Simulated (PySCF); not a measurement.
Cl3ISi. Atoms are numbered in the order given.

```xyz
5

Cl     1.6603    -0.9586     1.4838
Si     0.0000     0.0000     0.7826
Cl    -1.6603    -0.9586     1.4838
Cl     0.0000     1.9171     1.4838
I      0.0000     0.0000    -1.6345
```
Charge 0, spin multiplicity 1.

Geometry: PBE0-D3(BJ)/def2-SVP. The def2 effective core potentials stand for the cores of I; spin–orbit coupling is left out.

These are TDDFT-PBE0/def2-SVPD (PySCF) values and carry that method's errors.

Vertical excitations; the highest root listed may be one member of a degenerate set. Isolated molecule, no solvent. State labels are in the subgroup Cs.

Computed UV-visible absorptions:
| state | symmetry | energy (eV) | λ (nm) | f | main pairs |
|---|---|---|---|---|---|
| S1 | A" | 5.17 | 240 | 0.005 | HOMO→LUMO (degenerate set) |
| S2 | A' | 5.17 | 240 | 0.005 | HOMO−1→LUMO (degenerate set) |
| S3 | A" | 6.51 | 190 | 0.000 | HOMO−2→LUMO 98 % |
| S4 | A' | 6.79 | 182 | 0.026 | HOMO−3→LUMO 67 %, HOMO−1→LUMO+2 16 %, HOMO→LUMO+1 16 % |
| S5 | A" | 6.81 | 182 | 0.000 | HOMO−1→LUMO+1 49 %, HOMO→LUMO+2 49 % |
| S6 | A' | 6.85 | 181 | 0.000 | HOMO→LUMO+1, HOMO−1→LUMO+2 (degenerate set) |
| S7 | A" | 6.85 | 181 | 0.000 | HOMO→LUMO+2, HOMO−1→LUMO+1 (degenerate set) |
| S8 | A" | 6.99 | 177 | 0.006 | HOMO−5→LUMO (degenerate set) |
| S9 | A' | 6.99 | 177 | 0.006 | HOMO−4→LUMO (degenerate set) |
| S10 | A" | 7.21 | 172 | 0.000 | HOMO→LUMO+3 92 % |
| T1 | A' | 4.68 | 265 | 0 | HOMO−1→LUMO (degenerate set) |
| T2 | A" | 4.68 | 265 | 0 | HOMO→LUMO (degenerate set) |
| T3 | A' | 5.95 | 209 | 0 | HOMO−3→LUMO 84 % |
| T4 | A" | 6.23 | 199 | 0 | HOMO−2→LUMO 93 % |
Triplets are in the Tamm–Dancoff approximation, which puts them higher than full response would, so one can lie above its singlet here.
